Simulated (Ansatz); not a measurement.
Born–Oppenheimer molecular dynamics of CH₆AlFN₂Si (12 atoms, charge 0, multiplicity 1). It goes on from the last frame of an earlier run, with new velocities.

Method: RKS PBE0-D4/STO-3G in Ansatz.

```yaml
ensemble: NVT, Langevin thermostat
time_step: 0.5 fs
steps_asked: 166
set_temperature: 500 K
friction: 0.05 /fs
seed: 220390
```

First frame:

```xyz
12
Properties=species:S:1:pos:R:3
N -0.257 -2.681 0.746
C 0.495 -1.616 0.832
Si -0.208 0.170 1.119
F -1.821 -0.345 1.280
Al 0.598 1.537 -0.610
N 0.199 1.060 -2.223
H -1.275 -2.291 1.017
H 1.535 -1.955 0.612
H 0.406 0.608 2.310
H 1.502 2.828 -0.634
H 0.213 1.556 -3.166
H -0.387 0.251 -2.440
```

Q: How far do the bonds stretch over the last three quarters of this one trajectory? (Pairs bonded in most of those frames.)

A: 
| bond | mean (Å) | spread (Å) | shortest | longest |
| --- | --- | --- | --- | --- |
| N1–C2 | 1.309 | 0.026 | 1.26 | 1.36 |
| N1–H7 | 1.097 | 0.024 | 1.05 | 1.15 |
| C2–Si3 | 1.880 | 0.034 | 1.84 | 1.96 |
| C2–H8 | 1.109 | 0.041 | 1.03 | 1.19 |
| Si3–F4 | 1.687 | 0.038 | 1.64 | 1.76 |
| Si3–Al5 | 2.274 | 0.065 | 2.20 | 2.38 |
| Si3–H9 | 1.461 | 0.035 | 1.37 | 1.53 |
| Al5–N6 | 1.758 | 0.033 | 1.69 | 1.81 |
| Al5–H10 | 1.502 | 0.048 | 1.41 | 1.59 |
| N6–H11 | 1.037 | 0.022 | 1.00 | 1.09 |
| N6–H12 | 1.041 | 0.018 | 1.00 | 1.08 |

Mean temperature of the second half: 590 K. The mean temperature of the second half is 18 % above the set value. A run of 0.083 ps of so small a system gives no equilibrium averages. Limits of this set-up: minimal basis.

Time of the run: 5.7 min on 1 thread of Arm Neoverse V2, on a shared host, peak memory 0.098 GiB.
